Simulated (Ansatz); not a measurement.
Reaction: CH4BF (SMILES CBF) → CH4B (SMILES C[BH], doublet) + F (doublet) (the B-F bond breaks)
Each species at its own B3LYP-D3(BJ)/def2-TZVP minimum (Ansatz, a quantum-chemistry and plane-wave program).

Total energies in hartree (Ansatz). UHF or UKS for unpaired electrons; spin-orbit terms are left out. Cores are frozen in correlated methods. No relativity.

```tsv
species	HF/cc-pVTZ	CCSD(T)/cc-pVTZ	HF/cc-pVQZ	CCSD(T)/cc-pVQZ	CCSD(T)/cc-pVDZ	CCSDT(Q)/cc-pVDZ
1: CH4BF (SMILES CBF)	-164.44249	-165.01626	-164.45491	-165.06705	-164.84177	-164.84321
2: CH4B (SMILES [BH]C, doublet)	-64.82765	-65.12337	-64.83179	-65.14141	-65.05676	-65.05775
3: F (doublet)	-99.40552	-99.62036	-99.41377	-99.65026	-99.52757	-99.52776
```

Q: Work out the bond dissociation energy (electronic) in kcal/mol: take Hartree-Fock from cc-pVQZ, extrapolate the CCSD(T) correlation energy as X^-3 (X = 3, 4), and add CCSDT(Q) - CCSD(T) in cc-pVDZ. 1 hartree = 627.51 kcal/mol.

A: 
Species 1: correlation (64·(-0.61214) - 27·(-0.57377))/37 = -0.64014; step -0.00144; E1 = -164.45491 + (-0.64014) + (-0.00144) = -165.09649
Species 2: correlation (64·(-0.30962) - 27·(-0.29572))/37 = -0.31976; step -0.00099; E2 = -64.83179 + (-0.31976) + (-0.00099) = -65.15254
Species 3: correlation (64·(-0.23649) - 27·(-0.21484))/37 = -0.25229; step -0.00019; E3 = -99.41377 + (-0.25229) + (-0.00019) = -99.66625
-1·E1 +1·E2 +1·E3 = 0.27770 hartree = 174.3 kcal/mol.
